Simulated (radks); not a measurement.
Yb IV, 67 electrons, occupied as [Xe] 4f13 (the NIST ground configuration). Calculated with a radial shooting solver on a logarithmic mesh with Libxc functionals: scalar-relativistic Kohn-Sham, PBE, spin-polarised, spherical densities, point nucleus; open shells are filled with parallel spins first (spin-orbit coupling, left out, can overturn this in heavy ions).

Local quantities along the radius. ELF = 1/(1 + alpha^2) is the electron localisation function; alpha = (tau - tau_W)/tau_unif compares the Pauli kinetic energy density with that of the uniform gas (summed over spins); s = |grad rho|/(2 (3 pi^2)^(1/3) rho^(4/3)) is the reduced gradient. tau is taken from the large components.

r (bohr)	ELF	alpha	s
0.001287	0.999	0.02452	0.7710
0.001716	0.999	0.02650	0.6854
0.002308	0.999	0.02988	0.6248
0.003078	0.999	0.03527	0.5882
0.004105	0.998	0.04425	0.5710
0.005519	0.996	0.06056	0.5728
0.007361	0.992	0.09066	0.5938
0.009818	0.977	0.1528	0.6344
0.0132	0.918	0.2993	0.6905
0.01761	0.715	0.6317	0.7258
0.02367	0.403	1.217	0.6414
0.03157	0.345	1.379	0.4072
0.04211	0.561	0.8850	0.2803
0.05661	0.739	0.5944	0.3505
0.07551	0.641	0.7476	0.4723
0.1007	0.362	1.328	0.4175
0.1354	0.485	1.030	0.2147
0.1806	0.727	0.6128	0.3277
0.2428	0.517	0.9658	0.5499
0.3238	0.265	1.666	0.2825
0.4319	0.649	0.7348	0.2045
0.5807	0.667	0.7067	0.4424
0.7745	0.396	1.236	0.5900
1.041	0.406	1.210	0.5183
1.389	0.594	0.8265	0.7012
1.852	0.479	1.043	1.289
2.491	0.120	2.705	2.858
3.322	0.005	13.87	7.916
4.43	0.000	163.0	29.84

On this mesh the ELF has minima near r = 0.027, 0.12, 0.32, 0.89 bohr, which separate the shells, and maxima near 0.057 (0.74), 0.18 (0.73), 0.50 (0.71), 1.4 (0.59).

Self-consistent cycle (total energy in hartree, residual of the potential): 1: -14030.77245, 2e+01; 2: -14053.38247, 8e+00; 3: -14057.51975, 2e+00; 4: -14057.15704, 3e+00; 5: -14058.13431, 2e-01; 6: -14058.14278, 1e-01; 7: -14058.14473, 5e-02; 8: -14058.14524, 1e-02; 9: -14058.14528, 7e-04; 10: -14058.14528, 3e-05; 11: -14058.14528, 1e-04; 12: -14058.14528, 1e-06; 13: -14058.14528, 2e-08; 14: -14058.14528, 1e-08; 15: -14058.14528, 8e-09.
